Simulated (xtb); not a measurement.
xtb input (GFN2-xTB):

```bash
xtb mol.xyz --gfn 2 --sp --chrg 1 --uhf 0
```
mol.xyz:
```
9

N      0.91672161    -1.71197454    -0.68348842
B     -0.04285249    -0.81292502    -0.31206349
N     -1.54763307    -1.24313539    -0.43850159
Br     0.22085049     0.93842640     0.35576442
H      1.89903823    -1.48242595    -0.62071026
H      0.75442753    -2.64321023    -1.03801199
H     -2.01141119    -1.18362424     0.47312747
H     -2.05125961    -0.59584474    -1.05256543
H     -1.68991929    -2.18942415    -0.79934698
```

Output:

```
           -------------------------------------------------
          |                Calculation Setup                |
           -------------------------------------------------

           -------------------------------------------------
          |                 G F N 2 - x T B                 |
           -------------------------------------------------

        Reference                      10.1021/acs.jctc.8b01176
      * Hamiltonian:
        H0-scaling (s, p, d)           1.850000    2.230000    2.230000
        zeta-weighting                 0.500000
      * Dispersion:
        s8                             2.700000
        a1                             0.520000
        a2                             5.000000
        s9                             5.000000
      * Repulsion:
        kExp                           1.500000    1.000000
        rExp                           1.000000
      * Coulomb:
        alpha                          2.000000
        third order                    shell-resolved
        anisotropic                    true
        a3                             3.000000
        a5                             4.000000
        cn-shift                       1.200000
        cn-exp                         4.000000
        max-rad                        5.000000

          ...................................................
          :                      SETUP                      :
          :.................................................:
          :  # basis functions                  27          :
          :  # atomic orbitals                  26          :
          :  # shells                           14          :
          :  # electrons                        24          :
          :  max. iterations                   250          :
          :  Hamiltonian                  GFN2-xTB          :
          :  restarted?                      false          :
          :  GBSA solvation                  false          :
          :  PC potential                    false          :
          :  electronic temp.          300.0000000     K    :
          :  accuracy                    1.0000000          :
          :  -> integral cutoff          0.2500000E+02      :
          :  -> integral neglect         0.1000000E-07      :
          :  -> SCF convergence          0.1000000E-05 Eh   :
          :  -> wf. convergence          0.1000000E-03 e    :
          :  Broyden damping             0.4000000          :
          :  net charge                          1          :
          :  unpaired electrons                  0          :
          ...................................................

 iter      E             dE          RMSdq      gap      omega  full diag
   1    -13.3272156 -0.133272E+02  0.748E+00    5.99       0.0  T
   2    -13.4553531 -0.128138E+00  0.470E+00    4.42       1.0  T
   3    -13.4547155  0.637646E-03  0.222E+00    5.02       1.0  T
   4    -13.4594491 -0.473367E-02  0.188E+00    4.12       1.0  T
   5    -13.4758724 -0.164233E-01  0.514E-01    4.66       1.0  T
   6    -13.4760961 -0.223647E-03  0.342E-01    4.58       1.0  T
   7    -13.4761740 -0.779505E-04  0.204E-01    4.66       1.0  T
   8    -13.4761601  0.139054E-04  0.165E-01    4.60       1.0  T
   9    -13.4762810 -0.120889E-03  0.637E-02    4.61       1.0  T
  10    -13.4762966 -0.156369E-04  0.168E-02    4.63       2.0  T
  11    -13.4762978 -0.114543E-05  0.119E-02    4.62       2.8  T
  12    -13.4762990 -0.119163E-05  0.448E-03    4.63       7.4  T
  13    -13.4762989  0.588655E-07  0.445E-03    4.63       7.5  T
  14    -13.4762991 -0.214265E-06  0.384E-04    4.63      86.8  T
  15    -13.4762991 -0.107726E-08  0.534E-05    4.63     624.5  T

   *** convergence criteria satisfied after 15 iterations ***

         #    Occupation            Energy/Eh            Energy/eV
      -------------------------------------------------------------
         1        2.0000           -0.9847795             -26.7972
       ...           ...                  ...                  ...
         6        2.0000           -0.7837716             -21.3275
         7        2.0000           -0.7396848             -20.1278
         8        2.0000           -0.7144092             -19.4401
         9        2.0000           -0.6570294             -17.8787
        10        2.0000           -0.6469407             -17.6042
        11        2.0000           -0.5844779             -15.9045
        12        2.0000           -0.5797608             -15.7761 (HOMO)
        13                         -0.4096938             -11.1483 (LUMO)
        14                         -0.2748138              -7.4781
        15                         -0.2465293              -6.7084
        16                         -0.1675859              -4.5602
        17                         -0.1255583              -3.4166
       ...                                ...                  ...
        26                          0.5685702              15.4716
      -------------------------------------------------------------
                  HL-Gap            0.1700669 Eh            4.6278 eV
             Fermi-level           -0.4947273 Eh          -13.4622 eV

 SCC (total)                   0 d,  0 h,  0 min,  0.005 sec
 SCC setup                      ...        0 min,  0.000 sec (  1.224%)
 Dispersion                     ...        0 min,  0.000 sec (  0.553%)
 classical contributions        ...        0 min,  0.000 sec (  0.249%)
 integral evaluation            ...        0 min,  0.001 sec ( 14.813%)
 iterations                     ...        0 min,  0.003 sec ( 54.913%)
 molecular gradient             ...        0 min,  0.001 sec ( 26.988%)
 printout                       ...        0 min,  0.000 sec (  1.119%)

         :::::::::::::::::::::::::::::::::::::::::::::::::::::
         ::                     SUMMARY                     ::
         :::::::::::::::::::::::::::::::::::::::::::::::::::::
         :: total energy             -13.347666530134 Eh    ::
         :: gradient norm              0.013836536625 Eh/a0 ::
         :: HOMO-LUMO gap              4.627756092118 eV    ::
         ::.................................................::
         :: SCC energy               -13.476296269255 Eh    ::
         :: -> isotropic ES            0.143058376829 Eh    ::
         :: -> anisotropic ES         -0.005954619401 Eh    ::
         :: -> anisotropic XC          0.003208363749 Eh    ::
         :: -> dispersion             -0.003695269860 Eh    ::
         :: repulsion energy           0.128629739120 Eh    ::
         :: add. restraining           0.000000000000 Eh    ::
         :: total charge               1.000000000000 e     ::
         :::::::::::::::::::::::::::::::::::::::::::::::::::::

           -------------------------------------------------
          |                Property Printout                |
           -------------------------------------------------

    * Orbital Energies and Occupations

         #    Occupation            Energy/Eh            Energy/eV
      -------------------------------------------------------------
         1        2.0000           -0.9847795             -26.7972
         2        2.0000           -0.8828253             -24.0229
         3        2.0000           -0.8245872             -22.4382
         4        2.0000           -0.7927054             -21.5706
         5        2.0000           -0.7899543             -21.4958
         6        2.0000           -0.7837716             -21.3275
         7        2.0000           -0.7396848             -20.1278
         8        2.0000           -0.7144092             -19.4401
         9        2.0000           -0.6570294             -17.8787
        10        2.0000           -0.6469407             -17.6042
        11        2.0000           -0.5844779             -15.9045
        12        2.0000           -0.5797608             -15.7761 (HOMO)
        13                         -0.4096938             -11.1483 (LUMO)
        14                         -0.2748138              -7.4781
        15                         -0.2465293              -6.7084
        16                         -0.1675859              -4.5602
        17                         -0.1255583              -3.4166
        18                         -0.1235401              -3.3617
        19                         -0.1117522              -3.0409
        20                         -0.0947374              -2.5779
        21                         -0.0747300              -2.0335
        22                         -0.0461458              -1.2557
        23                         -0.0380398              -1.0351
       ...                                ...                  ...
        26                          0.5685702              15.4716
      -------------------------------------------------------------
                  HL-Gap            0.1700669 Eh            4.6278 eV
             Fermi-level           -0.4947273 Eh          -13.4622 eV

     #   Z          covCN         q      C6AA      α(0)
     1   7 N        2.583    -0.282    27.308     7.761
     2   5 B        2.518     0.348    17.770     7.315
     3   7 N        3.432    -0.233    26.086     7.586
     4  35 Br       0.896    -0.113   188.023    22.109
     5   1 H        0.860     0.240     0.922     1.504
     6   1 H        0.860     0.219     1.015     1.578
     7   1 H        0.859     0.279     0.781     1.384
     8   1 H        0.859     0.279     0.781     1.384
     9   1 H        0.859     0.264     0.830     1.427

 Mol. C6AA /au·bohr⁶  :       1078.388738
 Mol. C8AA /au·bohr⁸  :      39990.451049
 Mol. α(0) /au        :         52.047449

Wiberg/Mayer (AO) data.
largest (>0.10) Wiberg bond orders for each atom

 ---------------------------------------------------------------------------
     #   Z sym  total        # sym  WBO       # sym  WBO       # sym  WBO
 ---------------------------------------------------------------------------
     1   7 N    3.472 --     2 B    1.519     6 H    0.932     5 H    0.923
     2   5 B    3.506 --     1 N    1.519     4 Br   1.144     3 N    0.819
     3   7 N    3.586 --     9 H    0.916     7 H    0.904     8 H    0.904
                             2 B    0.819
     4  35 Br   1.255 --     2 B    1.144
     5   1 H    0.942 --     1 N    0.923
     6   1 H    0.952 --     1 N    0.932
     7   1 H    0.922 --     3 N    0.904
     8   1 H    0.922 --     3 N    0.904
     9   1 H    0.930 --     3 N    0.916
 ---------------------------------------------------------------------------

Topologies differ in total number of bonds
Writing topology from bond orders to xtbtopo.mol

molecular dipole:
                 x           y           z       tot (Debye)
 q only:       -1.692      -3.071      -1.139
   full:       -1.821      -3.595      -1.337      10.792
molecular quadrupole (traceless):
                xx          xy          yy          xz          yz          zz
 q only:        5.399       4.567       2.779       1.358       4.800      -8.177
  q+dip:        7.472       5.089       1.323       1.492       4.403      -8.795
   full:        6.922       5.471       1.532       1.664       4.330      -8.454

           -------------------------------------------------
          | TOTAL ENERGY              -13.347666530134 Eh   |
          | GRADIENT NORM               0.013836536625 Eh/α |
          | HOMO-LUMO GAP               4.627756092118 eV   |
           -------------------------------------------------

------------------------------------------------------------------------
------------------------------------------------------------------------
 total:
Note: The following floating-point exceptions are signalling: IEEE_UNDERFLOW_FLAG IEEE_DENORMAL
normal termination of xtb
 SCF:
```

It need not be the lowest isomer of its formula.
